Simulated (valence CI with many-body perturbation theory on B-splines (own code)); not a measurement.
# E1 transitions of Re25+

Computed by configuration interaction combined with many-body perturbation theory (CI+MBPT): four valence electrons over a frozen Dirac-Fock core [Kr] 4d10, radial functions for each j: 7 s, 7 p, 7 d, 7 f, 4 g, 2 h, with the one-electron correlation potential Σ1, the two-electron term Σ2, the three-electron term Σ3, Breit, model QED; selected CI, second order for the rest, scaled by the run's own slope (own B-spline code, finite nucleus).

No measured levels were compared; by estimate terms of the open shell hold to a few per cent of their energy, and close levels can change places.

Lines 51 to 100 of 350 in falling wavelength, among levels below 1278100 cm⁻¹, chosen from the strongest by gf and those to the six lowest levels. Wavelengths and rates use the calculated energies, so an error of 2000 cm⁻¹ moves a line at 35.49 nm by 0.71 % and its rate by three times that or more. Electric multipoles are in the length gauge, E1 and E2 with the static RPA response of the core. Weak lines are less certain than strong ones. Lines between different terms over intervals too small for the method are left out, as are lines whose strength nearly cancels. Where a level lies close to another of its J and parity, the split of strength between their lines is uncertain. The highest levels of a list are the least certain.

Names give the largest LS component (configuration and term), which can be under half, so a name can repeat, a term be missing and a line seem to break the LS rules; names also repeat where a configuration has a term twice. Letters in brackets count levels of one name in rising energy.

| λ vac (nm) | Upper | Lower | A (s⁻¹) | log gf | Branch % |
| --- | --- | --- | --- | --- | --- |
| 35.49 | 4f³5p ⁵G_2 | 4f³5s ¹D°_2 [a] | 8.80e+06 | -3.08 | 0.1 |
| 35.49 | 4f³5p ³D_1 | 4f³5s ³D°_2 [b] | 1.20e+06 | -4.17 | 0.0 |
| 35.47 | 4f³5p ³H_4 [a] | 4f³5s ³G°_3 [b] | 1.67e+07 | -2.55 | 0.1 |
| 35.38 | 4f³5p ³D_2 | 4f³5s ³D°_2 [c] | 4.25e+06 | -3.40 | 0.0 |
| 35.24 | 4f³5p ³I_5 | 4f³5s ³G°_5 [c] | 5.36e+06 | -2.96 | 0.0 |
| 35.20 | 4f³5p ⁵G_2 | 4f³5s ³D°_1 [b] | 9.82e+05 | -4.04 | 0.0 |
| 35.10 | 4f³5p ³I_5 | 4f³5s ³H°_4 [b] | 3.19e+05 | -4.19 | 0.0 |
| 35.05 | 4f³5p ³H_4 [a] | 4f³5s ⁵F°_5 | 6.82e+05 | -3.95 | 0.0 |
| 34.99 | 4f³5p ⁵H_3 | 4f³5s ³D°_2 [c] | 7.79e+05 | -4.00 | 0.0 |
| 34.95 | 4f³5p ³D_2 | 4f³5s ³D°_1 [c] | 7.92e+05 | -4.14 | 0.0 |
| 34.90 | 4f³5p ³D_1 | 4f³5s ¹D°_2 [a] | 1.56e+06 | -4.07 | 0.0 |
| 34.79 | 4f³5p ⁵H_6 | 4f³5s ³G°_5 [b] | 2.42e+06 | -3.24 | 0.0 |
| 34.77 | 4f³5p ⁵K_6 | 4f³5s ⁵G°_5 | 3.24e+06 | -3.12 | 0.0 |
| 34.63 | 4f³5p ³D_1 | 4f³5s ³D°_1 [b] | 1.28e+07 | -3.16 | 0.1 |
| 34.59 | 4f³5p ⁵H_6 | 4f³5s ³I°_6 [b] | 3.73e+05 | -4.06 | 0.0 |
| 34.56 | 4f³5p ⁵K_5 | 4f³5s ⁵F°_4 | 6.25e+06 | -2.91 | 0.0 |
| 34.34 | 4f³5p ³I_5 | 4f³5s ³I°_6 [b] | 1.83e+06 | -3.45 | 0.0 |
| 34.33 | 4f³5p ⁵I_5 | 4f³5s ³G°_4 [a] | 1.92e+06 | -3.43 | 0.0 |
| 34.23 | 4f³5p ³H_4 [a] | 4f³5s ³G°_3 [a] | 3.09e+07 | -2.31 | 0.2 |
| 34.21 | 4f³5p ⁵G_2 | 4f³5s ³D°_2 [a] | 1.46e+07 | -2.89 | 0.1 |
| 34.17 | 4f³5p ⁵G_3 | 4f³5s ³D°_2 [b] | 7.88e+05 | -4.02 | 0.0 |
| 34.12 | 4f³5p ⁵H_3 | 4f³5s ³H°_4 [b] | 1.10e+06 | -3.87 | 0.0 |
| 33.94 | 4f³5p ⁵G_2 | 4f³5s ⁵D°_3 | 1.09e+06 | -4.03 | 0.0 |
| 33.92 | 4f³5p ⁵I_5 | 4f³5s ¹H°_5 [a] | 2.00e+06 | -3.42 | 0.0 |
| 33.92 | 4f³5p ³D_2 | 4f³5s ³D°_2 [b] | 1.67e+07 | -2.84 | 0.1 |
| 33.90 | 4f³5p ⁵K_6 | 4f³5s ³K°_7 | 1.17e+07 | -2.58 | 0.1 |
| 33.89 | 4f³5p ⁵I_5 | 4f³5s ³F°_4 [a] | 1.75e+06 | -3.48 | 0.0 |
| 33.88 | 4f³5p ⁵G_2 | 4f³5s ³D°_1 [a] | 1.34e+06 | -3.94 | 0.0 |
| 33.85 | 4f³5p ⁵H_6 | 4f³5s ³I°_5 [b] | 9.47e+05 | -3.67 | 0.0 |
| 33.76 | 4f³5p ⁵G_2 | 4f³5s ³G°_3 [c] | 4.45e+06 | -3.42 | 0.0 |
| 33.73 | 4f³5p ⁵K_6 | 4f³5s ³K°_6 | 3.33e+07 | -2.13 | 0.2 |
| 33.67 | 4f³5p ³D_1 | 4f³5s ³D°_2 [a] | 5.42e+06 | -3.56 | 0.0 |
| 33.66 | 4f³5p ⁵K_7 | 4f³5s ³H°_6 [b] | 3.30e+06 | -3.08 | 0.0 |
| 33.63 | 4f³5p ⁵G_3 | 4f³5s ¹D°_2 [a] | 2.09e+07 | -2.61 | 0.1 |
| 33.61 | 4f³5p ³I_5 | 4f³5s ³I°_5 [b] | 2.87e+06 | -3.27 | 0.0 |
| 33.57 | 4f³5p ⁵K_6 | 4f³5s ³H°_6 [a] | 2.02e+06 | -3.35 | 0.0 |
| 33.56 | 4f³5p ⁵H_3 | 4f³5s ³D°_2 [b] | 3.53e+06 | -3.38 | 0.0 |
| 33.55 | 4f³5p ³H_4 [b] | 4f³5s ³D°_3 [a] | 5.80e+06 | -3.05 | 0.0 |
| 33.39 | 4f³5p ³D_2 | 4f³5s ¹D°_2 [a] | 9.38e+06 | -3.11 | 0.1 |
| 33.38 | 4f³5p ⁵K_5 | 4f³5s ³G°_5 [a] | 4.94e+06 | -3.04 | 0.0 |
| 33.36 | 4f³5p ⁵H_6 | 4f³5s ³H°_6 [b] | 9.43e+05 | -3.69 | 0.0 |
| 33.35 | 4f³5p ³D_1 | 4f³5s ³D°_1 [a] | 4.91e+07 | -2.61 | 0.3 |
| 33.34 | 4f³5p ³H_4 [b] | 4f³5s ³I°_5 [b] | 6.98e+06 | -2.98 | 0.0 |
| 33.33 | 4f³5p ⁵K_5 | 4f³5s ³H°_4 [a] | 2.90e+07 | -2.28 | 0.2 |
| 33.32 | 4f³5p ⁵K_7 | 4f³5s ³L°_7 [a] | 7.74e+06 | -2.71 | 0.1 |
| 33.30 | 4f³5p ³H_4 [a] | 4f³5s ⁵G°_3 | 1.31e+06 | -3.71 | 0.0 |
| 33.28 | 4f³5p ⁵I_5 | 4f³5s ³K°_6 | 1.43e+07 | -2.58 | 0.1 |
| 33.27 | 4f³5p ³D_2 | 4f³5s ³D°_3 [a] | 1.61e+06 | -3.87 | 0.0 |
| 33.20 | 4f³5p ⁵K_6 | 4f³5s ⁵F°_5 | 5.91e+06 | -2.90 | 0.0 |
| 33.13 | 4f³5p ³I_5 | 4f³5s ³H°_6 [b] | 7.63e+06 | -2.86 | 0.1 |
